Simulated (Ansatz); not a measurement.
Start from `CO[SiH](C)C` and change one atom or group to get `CO[SiH](C)[SiH3]`.

Ansatz, PBE0-D4/def2-TZVP geometries, multiplicity 1. Each molecule was computed in one conformer, which needn't be the lowest.

| property | `CO[SiH](C)C` |
| --- | --- |
| size of the dipole moment (ωB97M-V/def2-TZVPP) / D | 0.81 |
| HOMO energy (PBE0/def2-TZVPP) / eV | -7.77 |
| LUMO energy (PBE0/def2-TZVPP) / eV | 1.20 |
| HOMO energy (ωB97M-V/def2-TZVPP) / eV | -10.13 |
| HOMO energy (PBE/def2-TZVPP) / eV | -6.28 |
| HOMO–LUMO gap (ωB97M-V/def2-TZVPP) / eV | 12.74 |

What does the change do to each property? (Best estimate.)

Ansatz gave: 
```tsv
property	`CO[SiH](C)[SiH3]`	shift
size of the dipole moment (ωB97M-V/def2-TZVPP) / D	1.69	0.88
HOMO energy (PBE0/def2-TZVPP) / eV	-7.79	-0.02
LUMO energy (PBE0/def2-TZVPP) / eV	0.19	-1.01
HOMO energy (ωB97M-V/def2-TZVPP) / eV	-9.87	0.26
HOMO energy (PBE/def2-TZVPP) / eV	-6.48	-0.20
HOMO–LUMO gap (ωB97M-V/def2-TZVPP) / eV	11.81	-0.93
```

Dipoles are sizes alone; their direction can turn.
